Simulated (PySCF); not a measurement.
# Spin states of NaCa

Unrestricted PBE0; Na def2-SVPD, Ca def2-SVPD; no relativity (PySCF 2.14). Outer shells of the fragments: Na 3s1; Ca 4s2.

Followed along the bond (rough minima from three points):

```json
{"2Ms+1": "2", "unpaired": "σ ↑", "⟨S²⟩ at the start": "0.77", "R at minimum (Å)": "3.71", "Te (eV)": "0.00"}
{"2Ms+1": "2", "unpaired": "π ↑", "⟨S²⟩ at the start": "0.81", "R at minimum (Å)": "3.21", "Te (eV)": "0.85"}
{"2Ms+1": "4", "unpaired": "σ ↑↑, π ↑", "⟨S²⟩ at the start": "3.75", "R at minimum (Å)": "3.60", "Te (eV)": "1.61"}
{"2Ms+1": "2", "unpaired": "δ ↑", "⟨S²⟩ at the start": "0.83", "R at minimum (Å)": "3.42", "Te (eV)": "1.71"}
```

Solutions found at the starting distance of 3.165 Å, counted from the lowest of them; the search is not exhaustive and high or unbound solutions are not listed, so other states can lie among these:

```tsv
2Ms+1	unpaired	term	E (eV)	⟨S²⟩	⟨Lz²⟩	μ (D)
2	σ ↑	²Σ⁺	0.00	0.77	0.00	-1.29
2	π ↑	²Π	0.70	0.81	1.03	-1.31
4	σ ↑↑, π ↑	⁴Π	1.55	3.75	1.01	-1.37
2	δ ↑	²Δ	1.60	0.83	4.00	-0.66
2	σ ↑↑, π ↓	mixed	2.07	1.75	1.02	-1.27
4	σ ↑, π ↑↑	⁴Σ⁻	2.27	3.75	0.00	0.44
4	σ ↑↑↑	⁴Σ⁺	2.28	3.75	0.00	2.51
4	σ ↑↑, δ ↑	⁴Δ	2.52	3.75	4.00	-1.76
2	σ ↑, π ↑↓	mixed	2.79	1.75	2.03	0.53
2	σ ↑↑, δ ↓	mixed	2.84	1.75	4.00	-1.98
```

A term symbol is given only where ⟨S²⟩ and ⟨Lz²⟩ are close to those of a pure state; real π, δ and φ orbitals otherwise mix terms. A positive dipole means Na(−)Ca(+).

Task: Compare the gap between the two lowest followed solutions at the starting distance with the gap between their minima.

Result: At PBE0 the second solution (doublet, unpaired electrons π ↑) lies +0.70 eV from the first (doublet, unpaired electrons σ ↑) at 3.165 Å and +0.85 eV at the minima; the two curves relax by different amounts, since their minima lie near 3.21 and 3.71 Å.

Counting both spins, an empty level lies below a filled one in some of these solutions, because spin and occupation are held.
